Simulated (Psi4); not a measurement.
F2IIn (SMILES [F][In]([F])[I]), singlet, geometry from GFN2-xTB (such geometries of metal compounds can be far from the true shape) (core potentials on I, In); PBE/def2-QZVP in Psi4 1.11.

Input for Psi4:
```
memory 2 GB

molecule mol {
0 1
In   -0.771411    0.457163   -0.497981
F    -2.521217   -0.404085   -0.736957
F    -0.598208    2.252758   -1.276774
I     1.242905   -0.736586    0.802352
}

set {
  basis def2-qzvp
  reference rks
}

energy('pbe')
print_variables()
```

Task: Write the output that Psi4 gives for this input, abridged.

Result: 
```
   => Loading Basis Set <=

    Name: DEF2-QZVP
    Role: ORBITAL
    Keyword: BASIS

    !!!  WARNING: ECP capability is in beta. Please check occupations closely.  !!!

         ---------------------------------------------------------
                                   SCF
               by Justin Turney, Rob Parrish, Andy Simmonett
                          and Daniel G. A. Smith
                              RKS Reference
         ---------------------------------------------------------

  ==> Geometry <==

    Molecular point group: c1
    Full point group: C1

    Geometry (in Angstrom), charge = 0, multiplicity = 1:

       Center              X                  Y                   Z               Mass
    ------------   -----------------  -----------------  -----------------  -----------------
         IN          -0.806535416347     0.477978986733    -0.520655474802   114.903878776000
         F           -2.556341416347    -0.383269013267    -0.759631474802    18.998403162730
         F           -0.633332416347     2.273573986733    -1.299448474802    18.998403162730
         I            1.207780583653    -0.715770013267     0.779677525198   126.904471900000

  Running in c1 symmetry.

  Rotational constants: A =      0.16063  B =      0.02675  C =      0.02293 [cm^-1]
  Rotational constants: A =   4815.47714  B =    801.82126  C =    687.36814 [MHz]
  Nuclear repulsion =  276.788562495952874

  Charge       = 0
  Multiplicity = 1
  Electrons    = 64
  Nalpha       = 32
  Nbeta        = 32

  ==> Algorithm <==

  SCF Algorithm Type is DF.
  DIIS enabled.
  MOM disabled.
  Fractional occupation disabled.
  Guess Type is SAD.
  Energy threshold   = 1.00e-06
  Density threshold  = 1.00e-06
  Integral threshold = 1.00e-12

  ==> Primary Basis <==

  Basis Set: DEF2-QZVP
    Blend: DEF2-QZVP
    Number of shells: 78
    Number of basis functions: 278
    Number of Cartesian functions: 352
    Spherical Harmonics?: true
    Max angular momentum: 4

  Core potential: DEF2-QZVP
    Number of shells: 8
    Number of ECP primitives: 47
    Number of ECP core electrons: 56
    Max angular momentum: 3

  ==> DFT Potential <==

   => LibXC <=

    Version 7.1.2
    S. Lehtola, C. Steigemann, M. J. T. Oliveira, and M. A. L. Marques,  SoftwareX 7, 1–5 (2018) (10.1016/j.softx.2017.11.002)

   => Composite Functional: PBE <=

    PBE GGA Exchange-Correlation Functional

    J.P. Perdew et. al., Phys. Rev. Lett., 77(18), 3865-3868, 1996

[...]
   @DF-RKS iter   7:  -687.55483136507451   -2.13814e-03   8.24204e-05 DIIS
   @DF-RKS iter   8:  -687.55486498686582   -3.36218e-05   6.57271e-05 DIIS
   @DF-RKS iter   9:  -687.55497824860652   -1.13262e-04   2.98438e-05 DIIS
   @DF-RKS iter  10:  -687.55500355584149   -2.53072e-05   4.65255e-06 DIIS
   @DF-RKS iter  11:  -687.55500455711740   -1.00128e-06   9.47542e-07 DIIS
   @DF-RKS iter  12:  -687.55500458071185   -2.35945e-08   2.26931e-07 DIIS
  Energy and wave function converged.

  ==> Post-Iterations <==

   Electrons on quadrature grid:
      Ntotal   =   64.0001013077 ; deviation = 1.013e-04

    Orbital Energies [Eh]
    ---------------------

    Doubly Occupied:

[...]
    Virtual:

[...]
    Final Occupation by Irrep:
              A
    DOCC [    32 ]
    NA   [    32 ]
    NB   [    32 ]

  @DF-RKS Final Energy:  -687.55500458071185

   => Energetics <=

    Nuclear Repulsion Energy =            276.7885624959528741
    One-Electron Energy =               -1684.1365691315777440
    Two-Electron Energy =                 779.5063611475025027
    DFT Exchange-Correlation Energy =     -59.7133590925894637
    Empirical Dispersion Energy =           0.0000000000000000
    VV10 Nonlocal Energy =                  0.0000000000000000
    Total Energy =                       -687.5550045807118522

Computation Completed

Properties will be evaluated at   0.000000,   0.000000,   0.000000 [a0]

Properties computed using the SCF density matrix

 Multipole Moments:

 ------------------------------------------------------------------------------------
     Multipole            Electronic (a.u.)      Nuclear  (a.u.)        Total (a.u.)
 ------------------------------------------------------------------------------------

 L = 1.  Multiply by 2.5417464519 to convert [e a0] to [Debye]
 Dipole X            :         29.8814830          -29.1958787            0.6856043
 Dipole Y            :        -17.7087360           17.3024328           -0.4063031
 Dipole Z            :         19.2898722          -18.8472712            0.4426011
 Magnitude           :                                                    0.9116091

 ------------------------------------------------------------------------------------

  Variable Map:
  ----------------------------------------------------------------------------
[...]
  Array Variable Map:
  ----------------------------------------------------------------------------
[...]
[...]
```
